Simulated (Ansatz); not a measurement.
Saddle point of ZnH$_{3}$SOF, singlet (ZnH₂SO ([OH][Zn][SH]) + HF → ZnHOF ([OH][Zn][F]) + H₂S (still joined by a long Zn–S bond); bonds formed: Zn1–F5, S2–H4; bonds broken: H4–F5; bonds weakened to dative contacts: Zn1–S2), PBE0-D4/def2-TZVP structure:

Zn1  (-0.234, -0.043, -0.598)
S2  (0.121, -0.383, 1.768)
O3  (0.162, -0.635, -2.236)
H4  (-0.739, 0.764, 1.305)
F5  (-1.253, 1.367, 0.222)
H6  (1.243, 0.357, 1.781)
H7  (0.701, -1.428, -2.242)
(Å)

Energies are electronic, without zero-point energy. Barriers and step energies count from the start structure reached by relaxing down the imaginary mode; all methods use the PBE0-D4 structures, on which another method's saddle can fall below an end. Ansatz 0.2.0; basis: def2-TZVPP, with def2-QZVPP for the basis limit; cores frozen in the correlated methods. The 3s and 3p shells of Cu and Zn are frozen; filled d shells are correlated. B3LYP uses VWN-RPA correlation. Extrapolation: Hartree–Fock as exp(−7.88 √X), correlation as X^−2.97.

| method | barrier (kJ/mol) | step energy (kJ/mol) |
| --- | --- | --- |
| SPW92 | 26.3 | 33.9 |
| PBE-D4 | ? | 27.3 |
| BLYP-D4 | 40.5 | 17.2 |
| r2SCAN-D4 | 37.9 | 21.5 |
| B97M-V | 46.7 | 17.9 |
| PBE0-D4 | 46.4 | 28.3 |
| B3LYP-D4 | 46.5 | 18.9 |
| r2SCAN0-D4 | 45.7 | 24.3 |
| BHLYP-D4 | 54.0 | 17.4 |
| CAM-B3LYP-D4 | 45.5 | 16.4 |
| wB97X-V | 47.2 | 17.5 |
| wB97M-V | ? | 23.3 |
| B2PLYP | 47.9 | 20.1 |
| PBE-QIDH | 50.2 | 27.2 |
| RPA on PBE | ? | 16.3 |
| HF | 70.6 | 9.6 |
| MP2 | 52.3 | 27.6 |
| CCSD | 54.7 | 19.0 |
| CCSD(T) | 50.2 | 21.8 |

**Question.** Fill in the withheld barriers. (To be estimated.)

**Answer.** Computed: RPA on PBE 45.8; PBE-D4 38.0; wB97M-V 50.8 kJ/mol. Each is the energy of the saddle less that of the start structure, by the same method.

For comparison, the barrier by CCSD(T) at an estimated basis limit (MP2 extrapolated from triple and quadruple zeta, plus CCSD(T) − MP2 in triple zeta) is 48.5 kJ/mol.

The T1 diagnostic stays at or below 0.017.

Labels in which every atom is bracketed show which atoms are joined, not bond orders.

For scale, one of the runs: CCSD(T)/def2-TZVPP, 210 basis functions (an equivalent command: `ansatz run in.yaml --threads 4`). Time: 93 s of wall clock on 4 CPU threads; the host was shared. Peak host memory: 2.9 GiB.
